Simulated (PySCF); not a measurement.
CH7ClOSi2, SMILES [SiH3]CO[SiH2]Cl.

Geometry: PBE0-D3(BJ)/def2-SVP. This is a generated structure with no PubChem entry under its InChIKey; it may be hypothetical. The values are those of a single conformer.

All values below come from PySCF with CAM-B3LYP/def2-TZVP.

```
Item                                                                                                            Value
---------------------------------------------------------------------------------------------  ----------------------
total energy                                                                                      -1156.85746 hartree
highest occupied level                                                                                       -9.39 eV
lowest empty level                                                                                            1.18 eV
orbital gap                                                                                                  10.57 eV
dipole moment                                                                                                  0.93 D
quadrupole, principal values (traceless, Buckingham form, about the centre of nuclear charge)  -4.81, -1.16, 5.97 D·Å
mean static polarisability                                                                      77.4 bohr³ (11.48 Å³)
polarisability, principal values                                                               67.4, 75.4, 89.6 bohr³
```
